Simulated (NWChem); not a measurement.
System: SnHF, singlet; SMILES [SnH][F]

Program: NWChem. Low-valent species are run as closed-shell singlets; no triplet was tried in these runs. Coordinates come from a PBE0/def2-SVP optimisation. def2 effective core potentials on Sn; no spin-orbit coupling. Level: PBE0/def2-SVPD; rows give the wavelength of the field.

For field 1065 nm:

```
Item                              Result
--------------------------------  ------
isotropic polarisability (bohr³)    43.7
```

Task: What are these values for field static?

Result: The isotropic polarisability (bohr³) comes out as 42.7.
